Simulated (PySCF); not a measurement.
PbH2: from structure and modes to constants

Level of theory: PySCF, PBE0, basis Pb x2c-TZVPall, H x2c-TZVPall (spin-free X2C, no spin–orbit coupling, density fitting).

The singlet minimum has C2v symmetry. Masses (u): Pb 207.97664, H 1.00782.

```xyz
3
charge 0 multiplicity 1, angstrom
Pb   -0.0130    0.0000    0.0000
H     1.4166   -1.2170    0.0000
H     1.4166    1.2170    0.0000
```

Harmonic wavenumbers (cm⁻¹): 764.8 (a1, ×1), 1507.8 (b2, ×1), 1532.2 (a1, ×1).

Question: What is the harmonic zero-point energy?

Answer: Half the sum of all 3 wavenumbers, 3805/2 = 1902 cm⁻¹, which is 22.8 kJ/mol (1 cm⁻¹ = 0.0119627 kJ/mol).

Question: Give the standard entropy (298.15 K, 1 bar) by its translational, rotational, vibrational and spin parts, and Cp.

Answer: Sackur–Tetrode with M = 209.99 u gives 175.5; rotation with symmetry number 2 gives 61.3; vibration 1.1; spin R ln 1 = 0.0. The total is 237.9 J/(mol K), and Cp = 4 R + 3.6 = 36.8 J/(mol K).

With an element this heavy the missing spin–orbit coupling can shift these numbers.
